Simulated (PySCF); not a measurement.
Species: CF3C(O)Cl, C2ClF3O.
Geometry (PBE0-D3(BJ)/def2-SVP, Å), atoms numbered from 1 in this order:
```
atom  x, y, z in Å
O1     1.3312    1.2663   -0.4326
C2     0.8625    0.2704   -0.0100
Cl3    1.7801   -1.0211    0.7313
C4    -0.6466   -0.0617   -0.0667
F5    -1.0968   -0.3846    1.1367
F6    -0.8435   -1.0866   -0.8863
F7    -1.3135    0.9850   -0.5134
```

Computed with PySCF 2.14.0, PBE0-D3(BJ)/def2-SVP geometry optimisation, gas phase.

Masses are those of the commonest isotopes; rigid-rotor values at the optimised geometry. 

What are A, B and C (MHz)?

Ia = 149.73, Ib = 280.19, Ic = 341.58 u·Å²; 505379 MHz·u·Å²/I gives A = 3375, B = 1804, C = 1480 MHz.

What kind of rotor is it?

An asymmetric top; Ray's κ = -0.658.

Is it planar, by Δ = Ic − Ia − Ib?

Not planar: Δ = Ic − Ia − Ib = -88.34 u·Å². For a rigid frame Δ = −2 Σ m c², so Σ m c² = 44.17 u·Å² lies off the ab plane. The atom farthest from that plane is 1.15 Å away.

Give the other two planar moments, Paa and Pbb, and the rms extents of the mass along the axes.

Paa = Σ m a² = (Ib + Ic − Ia)/2 = 236.02 and Pbb = Σ m b² = (Ia + Ic − Ib)/2 = 105.56 u·Å². With the mass M = 131.96 u, the rms extents √(P/M) along a, b and c are 1.34, 0.89, 0.58 Å.

Where do the levels up to J = 3 lie, in cm⁻¹?

Above 0(0,0):
J = 1: 1(0,1) 0.1095, 1(1,1) 0.1619, 1(1,0) 0.1728
J = 2: 2(0,2) 0.3270, 2(1,2) 0.3702, 2(1,1) 0.4026, 2(2,1) 0.5599, 2(2,0) 0.5614
J = 3: 3(0,3) 0.6498, 3(1,3) 0.6816, 3(1,2) 0.7464, 3(2,2) 0.8884, 3(2,1) 0.8958, 3(3,1) 1.1785, 3(3,0) 1.1786
The levels of one J sum to (2J + 1)J(J + 1)(A + B + C)/3.

Which lines would a microwave search look for?

The dipole components are |μa| = 0.19 D, |μb| = 0.75 D, |μc| = 0.04 D. The squared components, which scale the intensities, stand as 0.06 : 1.00 : 0.00 (a : b : c). Some lines, for components of 0.1 D or more:

```json
{"type": "b", "branch": "Q", "J(Ka,Kc)": "5(2,3) ← 5(1,4)", "MHz": "4354", "lower level (cm⁻¹)": "1.769"}
{"type": "b", "branch": "Q", "J(Ka,Kc)": "3(2,1) ← 3(1,2)", "MHz": "4480", "lower level (cm⁻¹)": "0.746"}
{"type": "b", "branch": "R", "J(Ka,Kc)": "5(3,2) ← 4(4,1)", "MHz": "4577", "lower level (cm⁻¹)": "2.022"}
{"type": "a", "branch": "Q", "J(Ka,Kc)": "5(1,4) ← 5(1,5)", "MHz": "4755", "lower level (cm⁻¹)": "1.611"}
{"type": "b", "branch": "Q", "J(Ka,Kc)": "2(2,0) ← 2(1,1)", "MHz": "4760", "lower level (cm⁻¹)": "0.403"}
{"type": "b", "branch": "Q", "J(Ka,Kc)": "3(3,0) ← 3(2,1)", "MHz": "8479", "lower level (cm⁻¹)": "0.896"}
{"type": "b", "branch": "R", "J(Ka,Kc)": "5(2,3) ← 4(3,2)", "MHz": "8851", "lower level (cm⁻¹)": "1.619"}
{"type": "a", "branch": "R", "J(Ka,Kc)": "3(1,2) ← 2(1,1)", "MHz": "10306", "lower level (cm⁻¹)": "0.403"}
{"type": "b", "branch": "Q", "J(Ka,Kc)": "4(4,1) ← 4(3,2)", "MHz": "12065", "lower level (cm⁻¹)": "1.619"}
{"type": "a", "branch": "R", "J(Ka,Kc)": "4(3,1) ← 3(3,0)", "MHz": "13236", "lower level (cm⁻¹)": "1.179"}
{"type": "b", "branch": "R", "J(Ka,Kc)": "3(2,1) ← 2(1,2)", "MHz": "15758", "lower level (cm⁻¹)": "0.370"}
{"type": "a", "branch": "R", "J(Ka,Kc)": "5(3,3) ← 4(3,2)", "MHz": "16534", "lower level (cm⁻¹)": "1.619"}
{"type": "b", "branch": "R", "J(Ka,Kc)": "4(4,1) ← 3(3,0)", "MHz": "25274", "lower level (cm⁻¹)": "1.179"}
{"type": "b", "branch": "R", "J(Ka,Kc)": "5(3,2) ← 4(2,3)", "MHz": "25452", "lower level (cm⁻¹)": "1.325"}
{"type": "b", "branch": "R", "J(Ka,Kc)": "5(4,2) ← 4(3,1)", "MHz": "28554", "lower level (cm⁻¹)": "1.620"}
```

PBE0-D3(BJ)/def2-SVP frequencies: not computed here. No vibrational averaging or centrifugal distortion is included, and the geometry carries the error of its method. Quadrupole hyperfine structure (35Cl) is left out.
